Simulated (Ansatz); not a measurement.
**Redistribution: CHBrCl2 + C3H5F → CHCl2F + C3H5Br**

Species: CHBrCl2 (bromodichloromethane) `ClC(Cl)Br`, singlet; C3H5F (allyl fluoride) `C=CCF`, singlet; CHCl2F (dichlorofluoromethane) `FC(Cl)Cl`, singlet; C3H5Br (allyl bromide) `C=CCBr`, singlet. The partners trade Br for F; both sit on C, so the bond types are kept.

Shapes, held fixed at every level: PBE0-D4/def2-TZVP. Flexible molecules stand in one conformer, not always the lowest. Programs: Ansatz 0.2.0. Electronic energies: no zero-point or thermal term.

Question: Estimate ΔE of this reaction.

Answer: The highest level, CCSD(T)/def2-TZVPP, gives ΔE = -35.6 kJ/mol; the levels span -40.1 to -34.0. The column of differences is taken from that level and isn't an error. No measured value is set beside it here. Relativity is left out for Br unless named. Correlated rows may include outer-core shells of Br, which these sets cover unevenly.

```tsv
level	kind	ΔE (kJ/mol)	less CCSD(T)/def2-TZVPP
HF/def2-TZVPP	Hartree–Fock	-40.1	-4.5
PBE-D4/def2-TZVPP	GGA	-36.7	-1.1
wB97M-V/def2-TZVPP	range-separated hybrid	-36.1	-0.5
wB97X-V/def2-TZVPP	range-separated hybrid	-35.8	-0.2
MP2/def2-TZVPP	perturbation theory	-34.0	+1.6
CCSD/def2-TZVPP	coupled cluster or CI	-35.6	0.0
CCSD(T)/def2-TZVPP	coupled cluster or CI	-35.6	0.0
```
